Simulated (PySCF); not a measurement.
**K (potassium, neutral) across methods**

[Ar] 4p1, 2P determinant (an excited configuration). Computed with PySCF 2.14 in x2c-TZVPPall (6s4p3d, 33 functions), with scalar relativity by spin-free X2C-1e.

```csv
method,E (hartree),mean ε 3p α (eV),mean ε 3p β (eV),mean ε 4p α (eV),Σ⟨r²⟩ (bohr²),⟨S²⟩
r2SCAN,-602.120,-19.960,-19.936,-1.109,51.29,0.750
UHF,-601.38399,-26.364,-26.273,-2.247,51.54,0.750
r2SCANh,-602.119,-20.691,-20.661,-1.239,51.27,0.750
PBE,-601.946,-19.328,-19.285,-1.158,51.13,0.750
LDA,-600.400,-19.397,-19.351,-1.076,50.91,0.750
LC-wPBE,-602.012,-24.376,-24.336,-2.584,51.18,0.750
PW91,-602.154,-19.388,-19.345,-1.169,51.09,0.750
PBE0,-601.988,-21.379,-21.326,-1.508,51.18,0.750
```

(1) Estimate the same row for wB97X.

Results:

(1) E (hartree) = -602.153; mean ε 3p α (eV) = -23.928; mean ε 3p β (eV) = -23.901; mean ε 4p α (eV) = -2.409; Σ⟨r²⟩ (bohr²) = 51.16; ⟨S²⟩ = 0.750.
